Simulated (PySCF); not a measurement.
## Simulated absorption spectrum

Species: C5H9NO.
InChI=1S/C5H9NO/c1-7-5-2-4(6)3-5/h5-6H,2-3H2,1H3

Theory: TDDFT wB97X-D/def2-SVPD, vertical, gas phase, core orbitals frozen in the response in PySCF 2.14.0, density-fitted response routines. One conformer (not necessarily the lowest) at the GFN2-xTB geometry, without solvent, vibrations or thermal averaging. Torsions of this conformer, `[CH3:1][O:2][CH:3]1[CH2:4][C:5](=[NH:6])[CH2:7]1`: C1–O2–C3–C4 179°.

Computed states:

| state | E (eV) | f |
| --- | --- | --- |
| S1 | 5.18 | 0.0024 |
| S2 | 6.91 | 0.0057 |
| S3 | 7.34 | 0.047 |
| S4 | 7.57 | 0.017 |
| S5 | 7.83 | 0.090 |
| S6 | 8.10 | 0.051 |
| S7 | 8.13 | 0.098 |
| S8 | 8.40 | 0.012 |

Each state is given a Gaussian of 0.25 eV full width at half maximum, with ε(max) = 2.175×10⁸ f / Δν̃ (Δν̃ the width in cm⁻¹). The cross-section is σ = 3.8235×10⁻²¹ ε cm², given in Mb (10⁻¹⁸ cm²). The width is an assumption, not a result. The curve ends short of the highest state used, and states not computed would add to its high-energy end.

Problem. Give the broadened spectrum and its maxima.

Solution. 
```tsv
E (eV)	σ (Mb)
4.81	0.00
4.88	0.02
4.95	0.09
5.02	0.31
5.08	0.63
5.15	0.95
5.22	0.93
5.29	0.59
5.36	0.24
5.43	0.06
5.50	0.01
5.57	0.00
5.64	0.00
5.71	0.00
5.78	0.00
5.85	0.00
5.92	0.00
5.99	0.00
6.06	0.00
6.13	0.00
6.20	0.00
6.27	0.00
6.34	0.00
6.41	0.00
6.48	0.00
6.55	0.01
6.61	0.04
6.68	0.20
6.75	0.71
6.82	1.59
6.89	2.31
6.96	2.20
7.03	1.63
7.10	2.18
7.17	5.91
7.24	13.07
7.31	19.30
7.38	19.34
7.45	14.80
7.52	11.22
7.59	10.85
7.66	15.26
7.73	26.09
7.80	37.07
```

Maxima: 239 nm (5.18 eV), ε about 260, made up of S1 (100%); 179 nm (6.92 eV), ε about 620, made up of S2 (100%); 169 nm (7.34 eV), ε about 5300, made up of S3 (96%) (ε in L mol⁻¹ cm⁻¹; maxima over ε = 5, shares over 10%). At its high-energy end, 7.80 eV, the curve is still rising (ε about 9700, from S5).

Problem. What would ε be at 7.34 eV, the highest of these maxima, with half the width (0.125 eV)?

Solution. About 10100 L mol⁻¹ cm⁻¹ against 5280, a factor of about 1.9; a lone state at its own centre would give exactly 2.

Problem. Coming from long wavelengths, where does ε first pass 100 L mol⁻¹ cm⁻¹?

Solution. At about 246 nm (5.04 eV), 0.15 eV below S1.

Problem. On this curve, what absorbance would a 10⁻⁴ mol/L sample give at 248 nm over a 1 cm path?

Solution. 248 nm is 4.999 eV, where ε is about 59 L mol⁻¹ cm⁻¹, so A = ε c l ≈ 0.0059 (Beer–Lambert, with the gas-phase spectrum and the assumed width).

The run took 86 s of wall time on an AMD EPYC with one thread (shared host), and the process peaked at 0.88 GiB of memory.
